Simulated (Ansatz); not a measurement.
Start from `[NH2][SnH2][OH]` and change one atom or group to get `C[NH][SnH2][OH]`.

Ansatz, PBE0-D4/def2-TZVP geometries, multiplicity 1. Each molecule was computed in one conformer, which needn't be the lowest.

Elements past krypton have def2 core potentials.

```csv
property,`[NH2][SnH2][OH]`
HOMO–LUMO gap (PBE0/def2-TZVPP) / eV,7.24
HOMO energy (ωB97M-V/def2-TZVPP) / eV,-9.72
HOMO energy (PBE0/def2-TZVPP) / eV,-7.36
size of the dipole moment (B3LYP/def2-TZVPP) / D,2.66
HOMO energy (PBE/def2-TZVPP) / eV,-5.94
size of the dipole moment (PBE/def2-TZVPP) / D,2.47
```

(1) Give the same properties after the change, and the shifts. (Estimate.)

Answers

(1) Computed: 
```csv
property,`C[NH][SnH2][OH]`,shift
HOMO–LUMO gap (PBE0/def2-TZVPP) / eV,6.51,-0.73
HOMO energy (ωB97M-V/def2-TZVPP) / eV,-9.00,0.72
HOMO energy (PBE0/def2-TZVPP) / eV,-6.66,0.70
size of the dipole moment (B3LYP/def2-TZVPP) / D,1.80,-0.86
HOMO energy (PBE/def2-TZVPP) / eV,-5.30,0.64
size of the dipole moment (PBE/def2-TZVPP) / D,1.76,-0.71
```

Dipoles are sizes alone; their direction can turn.

B3LYP here is the variant with VWN-RPA as its local correlation; programs differ in this.
